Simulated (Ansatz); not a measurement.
A short molecular-dynamics run on `[F][Hf]([F])([F])[F]`.

```yaml
crystal:
  periodic: [false, false, false]
  atoms:
    - {symbol: F, position_ang: [-0.900927, -0.144063, 1.650673]}
    - {symbol: Hf, position_ang: [0.009998, -0.014732, -0.008281]}
    - {symbol: F, position_ang: [1.636923, -0.985750, 0.086339]}
    - {symbol: F, position_ang: [-1.077937, -0.735924, -1.384845]}
    - {symbol: F, position_ang: [0.381842, 1.806871, -0.385287]}
basis:
  gaussian: {orbitals: def2-SVP}
hamiltonian: {xc: {name: revPBE}, dispersion: d3bjatm}
md: {timestep: 1 fs, n_steps: 20, ensemble: nvt_langevin, temperature: 1000, initial_velocities: maxwell_boltzmann, friction: 0.01, seed: 266}
```

```sh
$ ansatz run in.yaml --threads 4 --pin off --events-out ev --progress --plain --max-ram 10444MiB
```

```
step  time (fs)  potential energy (eV)  kinetic (eV)  T (K)  conserved (eV)
   0        0.0            -12172.8068        0.5170    800               –
   1        1.0            -12172.8026        0.5117    792               –
   2        2.0            -12172.7989        0.5102    789               –
   3        3.0            -12172.7954        0.6344    982               –
   4        4.0            -12172.7899        0.7210   1116               –
   5        5.0            -12172.7809        0.7167   1109               –
   6        6.0            -12172.7689        0.6231    964               –
   7        7.0            -12172.7561        0.5707    883               –
   8        8.0            -12172.7434        0.5237    810               –
   9        9.0            -12172.7307        0.4773    739               –
  10       10.0            -12172.7185        0.5135    794               –
  11       11.0            -12172.7067        0.5307    821               –
  12       12.0            -12172.6944        0.4815    745               –
  13       13.0            -12172.6840        0.5148    796               –
  14       14.0            -12172.6748        0.4813    745               –
  15       15.0            -12172.6656        0.4882    755               –
  16       16.0            -12172.6575        0.5068    784               –
  17       17.0            -12172.6492        0.3720    576               –
  18       18.0            -12172.6412        0.3237    501               –
  19       19.0            -12172.6342        0.2846    440               –
  20       20.0            -12172.6279        0.3256    504               –
```

Velocities are drawn at the set temperature; a run this short doesn't reach equilibrium.

Frames (Å, forces in eV/Å):

```xyz
5
time=0.0 fs
F    -0.901   -0.144    1.651   -0.379   -0.054    0.690
Hf    0.010   -0.015   -0.008    0.000    0.000    0.000
F     1.637   -0.986    0.086    0.676   -0.404    0.039
F    -1.078   -0.736   -1.385   -0.452   -0.300   -0.573
F     0.382    1.807   -0.385    0.155    0.758   -0.157
5
time=1.0 fs
F    -0.905   -0.134    1.651   -0.353   -0.076    0.650
Hf    0.012   -0.017   -0.008   -0.169    0.288    0.054
F     1.635   -0.982    0.082    0.861   -0.516    0.053
F    -1.075   -0.727   -1.389   -0.487   -0.336   -0.617
F     0.372    1.812   -0.378    0.148    0.640   -0.140
5
time=2.0 fs
F    -0.908   -0.125    1.652   -0.318   -0.097    0.594
Hf    0.013   -0.020   -0.007   -0.310    0.578    0.103
F     1.635   -0.978    0.078    1.003   -0.602    0.063
F    -1.071   -0.718   -1.393   -0.510   -0.364   -0.646
F     0.362    1.818   -0.372    0.135    0.485   -0.115
5
time=3.0 fs
F    -0.912   -0.116    1.654   -0.278   -0.119    0.530
Hf    0.015   -0.022   -0.006   -0.419    0.885    0.144
F     1.637   -0.973    0.074    1.105   -0.665    0.071
F    -1.068   -0.708   -1.398   -0.524   -0.387   -0.664
F     0.352    1.826   -0.365    0.115    0.286   -0.082
5
time=4.0 fs
F    -0.917   -0.106    1.655   -0.237   -0.144    0.468
Hf    0.017   -0.025   -0.005   -0.538    1.216    0.156
F     1.640   -0.969    0.069    1.200   -0.725    0.078
F    -1.066   -0.697   -1.403   -0.518   -0.399   -0.657
F     0.343    1.835   -0.357    0.093    0.051   -0.045
5
time=5.0 fs
F    -0.921   -0.095    1.656   -0.183   -0.169    0.389
Hf    0.020   -0.028   -0.004   -0.697    1.555    0.171
F     1.643   -0.964    0.064    1.306   -0.791    0.085
F    -1.066   -0.686   -1.407   -0.498   -0.403   -0.636
F     0.334    1.845   -0.349    0.073   -0.193   -0.009
5
time=6.0 fs
F    -0.926   -0.084    1.659   -0.107   -0.192    0.272
Hf    0.023   -0.030   -0.003   -0.882    1.882    0.228
F     1.646   -0.959    0.060    1.407   -0.852    0.089
F    -1.066   -0.675   -1.411   -0.475   -0.405   -0.613
F     0.326    1.855   -0.342    0.056   -0.431    0.025
5
time=7.0 fs
F    -0.931   -0.073    1.662   -0.019   -0.214    0.134
Hf    0.025   -0.032   -0.002   -1.046    2.164    0.296
F     1.649   -0.955    0.057    1.466   -0.888    0.091
F    -1.065   -0.664   -1.416   -0.443   -0.402   -0.578
F     0.318    1.864   -0.336    0.042   -0.660    0.056
5
time=8.0 fs
F    -0.937   -0.062    1.665    0.075   -0.234   -0.016
Hf    0.028   -0.033   -0.001   -1.185    2.391    0.367
F     1.654   -0.953    0.054    1.475   -0.894    0.091
F    -1.065   -0.655   -1.421   -0.397   -0.390   -0.525
F     0.311    1.874   -0.331    0.033   -0.873    0.083
5
time=9.0 fs
F    -0.942   -0.053    1.669    0.173   -0.253   -0.172
Hf    0.031   -0.034   -0.001   -1.316    2.561    0.432
F     1.659   -0.950    0.052    1.454   -0.882    0.090
F    -1.064   -0.647   -1.426   -0.339   -0.368   -0.454
F     0.304    1.883   -0.326    0.027   -1.058    0.104
5
time=10.0 fs
F    -0.946   -0.045    1.673    0.268   -0.271   -0.321
Hf    0.034   -0.034    0.000   -1.444    2.674    0.476
F     1.666   -0.947    0.049    1.413   -0.856    0.088
F    -1.063   -0.639   -1.432   -0.266   -0.339   -0.364
F     0.298    1.891   -0.321    0.028   -1.208    0.121
5
time=11.0 fs
F    -0.950   -0.038    1.677    0.356   -0.288   -0.453
Hf    0.038   -0.035    0.000   -1.562    2.744    0.479
F     1.674   -0.944    0.045    1.348   -0.816    0.086
F    -1.063   -0.631   -1.438   -0.173   -0.299   -0.248
F     0.291    1.899   -0.316    0.032   -1.340    0.137
5
time=12.0 fs
F    -0.952   -0.031    1.680    0.426   -0.304   -0.557
Hf    0.041   -0.035    0.002   -1.680    2.788    0.431
F     1.682   -0.940    0.042    1.281   -0.775    0.085
F    -1.063   -0.623   -1.445   -0.067   -0.253   -0.111
F     0.284    1.906   -0.312    0.038   -1.456    0.151
5
time=13.0 fs
F    -0.954   -0.024    1.683    0.482   -0.320   -0.637
Hf    0.045   -0.034    0.003   -1.766    2.788    0.360
F     1.691   -0.936    0.040    1.194   -0.722    0.085
F    -1.062   -0.616   -1.453    0.040   -0.206    0.030
F     0.278    1.911   -0.307    0.049   -1.540    0.162
5
time=14.0 fs
F    -0.955   -0.018    1.686    0.529   -0.335   -0.706
Hf    0.048   -0.034    0.005   -1.786    2.761    0.287
F     1.701   -0.934    0.039    1.058   -0.643    0.084
F    -1.060   -0.608   -1.460    0.139   -0.164    0.163
F     0.271    1.916   -0.303    0.060   -1.619    0.171
5
time=15.0 fs
F    -0.955   -0.012    1.688    0.565   -0.348   -0.758
Hf    0.052   -0.033    0.006   -1.772    2.711    0.187
F     1.712   -0.932    0.038    0.894   -0.550    0.084
F    -1.059   -0.601   -1.468    0.243   -0.118    0.307
F     0.266    1.922   -0.298    0.070   -1.695    0.180
5
time=16.0 fs
F    -0.954   -0.006    1.690    0.593   -0.362   -0.799
Hf    0.055   -0.032    0.008   -1.738    2.618    0.066
F     1.722   -0.931    0.036    0.709   -0.445    0.084
F    -1.059   -0.595   -1.476    0.356   -0.065    0.466
F     0.261    1.926   -0.292    0.081   -1.747    0.183
5
time=17.0 fs
F    -0.952    0.001    1.692    0.617   -0.374   -0.837
Hf    0.058   -0.030    0.009   -1.702    2.509   -0.040
F     1.732   -0.930    0.034    0.533   -0.346    0.084
F    -1.059   -0.588   -1.485    0.458   -0.018    0.612
F     0.255    1.930   -0.286    0.095   -1.771    0.181
5
time=18.0 fs
F    -0.952    0.006    1.693    0.637   -0.385   -0.866
Hf    0.060   -0.029    0.010   -1.662    2.389   -0.144
F     1.741   -0.930    0.030    0.366   -0.251    0.087
F    -1.059   -0.581   -1.493    0.549    0.023    0.744
F     0.250    1.931   -0.281    0.109   -1.775    0.178
5
time=19.0 fs
F    -0.952    0.010    1.693    0.652   -0.393   -0.883
Hf    0.062   -0.028    0.011   -1.602    2.238   -0.257
F     1.750   -0.931    0.025    0.189   -0.151    0.091
F    -1.059   -0.576   -1.501    0.637    0.064    0.875
F     0.246    1.932   -0.278    0.125   -1.757    0.175
5
time=20.0 fs
F    -0.952    0.014    1.692    0.659   -0.400   -0.888
Hf    0.063   -0.026    0.011   -1.513    2.061   -0.373
F     1.760   -0.932    0.020   -0.003   -0.044    0.096
F    -1.059   -0.571   -1.510    0.717    0.103    0.996
F     0.240    1.931   -0.276    0.140   -1.720    0.169
```

Hardware: 4 threads of an Arm Neoverse V2 on a shared host. Wall time 18 s, peak host memory 0.35 GiB.
